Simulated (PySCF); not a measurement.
**Electron correlation in V (vanadium, neutral)**

[Ar] 3d4 4s1, high-spin 6D determinant (an excited configuration). All numbers are calculated (PySCF 2.14, scalar relativity by spin-free X2C-1e, in x2c-QZVPPall). Frozen: [Ar]; 5 electrons correlated.

MP2 pair energies summed by pair of shells (mhartree):

```tsv
pair	energy	share (%)
3d-3d	-51.13	80.6
3d-4s	-12.33	19.4
```

Total MP2 correlation energy: -63.46 mhartree.

Same-spin part -63.46 and opposite-spin part 0.00 mhartree; SCS-MP2 scales them by 1/3 and 6/5 to -21.15 mhartree.
